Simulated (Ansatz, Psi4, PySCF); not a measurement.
P2, singlet, at a GFN2-xTB geometry. Base run: CCSD(T)/def2-SVPD in PySCF.

Input for PySCF:
```python
from pyscf import gto, scf, cc

mol = gto.M(
    atom='''
P    -0.000000   -0.000000   -0.960484
P     0.000000    0.000000    0.960484
''',
    basis='def2-svpd',
    charge=0,
    spin=0,
    verbose=4,
)

mf = scf.RHF(mol)
mf.kernel()

mycc = cc.CCSD(mf)
mycc.kernel()
et = mycc.ccsd_t()
print('E(CCSD(T)) = %.10f' % (mycc.e_tot + et))
```

The same geometry, method and basis name were run in Ansatz (a quantum-chemistry and plane-wave program) and Psi4 and PySCF, at each program's defaults and at the settings that a row names. The base is PySCF at its defaults. Differences at the defaults can come from grids, fitting, cores and function types together.

```tsv
code and settings	ΔE vs base (mEh)	basis functions	E (Eh)	SCF cycles
PySCF, defaults (exact integrals, spherical functions, all electrons correlated)	0.000	48	-681.53884	8
Psi4, defaults (exact integrals, spherical functions, all electrons correlated)	0.000	48	-681.53884	9
Ansatz, defaults (factorised integrals, spherical functions, frozen core)	18.241	48	-681.52060	-
PySCF, frozen core	18.240	48	-681.52060	8
Psi4, exact integrals, spherical functions, frozen core	18.240	48	-681.52060	9
Ansatz, high accuracy, frozen core	18.240	48	-681.52060	-
```
